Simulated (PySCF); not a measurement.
Compound: C₂H₃PTe.
SMILES: `[Te]=[PH]1C=C1`

Level of theory: PySCF 2.14.0, PBE0-D3(BJ)/def2-SVP geometry optimisation, gas phase, def2 core potentials past Kr.

Take the most abundant isotopes and a rigid rotor. 

(1) What are A, B and C (MHz)?

(2) What kind of rotor is it?

(3) Is it planar, by Δ = Ic − Ia − Ib?

(4) Give the coordinates in the principal-axis frame, origin at the centre of mass.

(5) Which lines would a microwave search look for?

(6) Estimate the classical rotational partition function at 10 K, 298.15 K and 500 K.

## Answers

(1) Ia = 32.00, Ib = 383.31, Ic = 384.89 u·Å²; 505379 MHz·u·Å²/I gives A = 15792, B = 1318, C = 1313 MHz.

(2) A near-prolate asymmetric top: κ = (2 × 1318 − 15792 − 1313)/(15792 − 1313) = -1.00.

(3) Not planar: Δ = Ic − Ia − Ib = -30.42 u·Å². For a rigid frame Δ = −2 Σ m c², so Σ m c² = 15.21 u·Å² lies off the ab plane: 4.72 from hydrogen and 10.50 from heavier atoms. The atom farthest from that plane is 1.54 Å away.

(4) The sense of each axis is arbitrary; atoms in the order of the calculation.
```tsv
atom	mass (u)	a (Å)	b (Å)	c (Å)
Te1	129.906	0.897	0.052	0.001
P2	30.974	-1.358	-0.508	-0.010
C3	12.000	-2.754	0.398	-0.654
C4	12.000	-2.757	0.369	0.668
H5	1.008	-1.673	-1.891	-0.043
H6	1.008	-3.262	0.837	-1.515
H7	1.008	-3.269	0.773	1.544
```

(5) The dipole components are |μa| = 4.46 D, |μb| = 0.16 D, |μc| = 0.00 D; the mirror of this Cs structure is the ab plane, so μc vanishes by symmetry (the 0.01 D computed is a residue) and there are no c-type lines. Intensities carry the squares of the components, which stand as 1.00 : 0.00 (a : b). Some lines, for components of 0.1 D or more:

```csv
type,branch,"J(Ka,Kc)",MHz,lower level (cm⁻¹)
a,R,"1(0,1) ← 0(0,0)",2632,0.000
a,R,"2(1,2) ← 1(1,1)",5258,0.571
a,R,"2(0,2) ← 1(0,1)",5263,0.088
a,R,"2(1,1) ← 1(1,0)",5268,0.571
b,Q,"1(1,0) ← 1(0,1)",14479,0.088
b,Q,"2(1,1) ← 2(0,2)",14485,0.263
b,R,"1(1,1) ← 0(0,0)",17105,0.000
b,R,"2(1,2) ← 1(0,1)",19731,0.088
b,Q,"2(2,0) ← 2(1,1)",43421,0.746
b,Q,"2(2,1) ← 2(1,2)",43437,0.746
b,R,"2(2,1) ← 1(1,0)",48690,0.571
b,R,"2(2,0) ← 1(1,1)",48695,0.571
```

(6) Point group Cs, symmetry number σ = 1; q = (√π/σ)·√((kT/h)³/(ABC)), k/h = 20836.6 MHz/K: 1020 at 10 K, 166000 at 298.15 K, 360000 at 500 K.

No PBE0-D3(BJ)/def2-SVP frequencies stand behind this structure, so it isn't proved a minimum. No vibrational averaging or centrifugal distortion is included, and the geometry carries the error of its method.
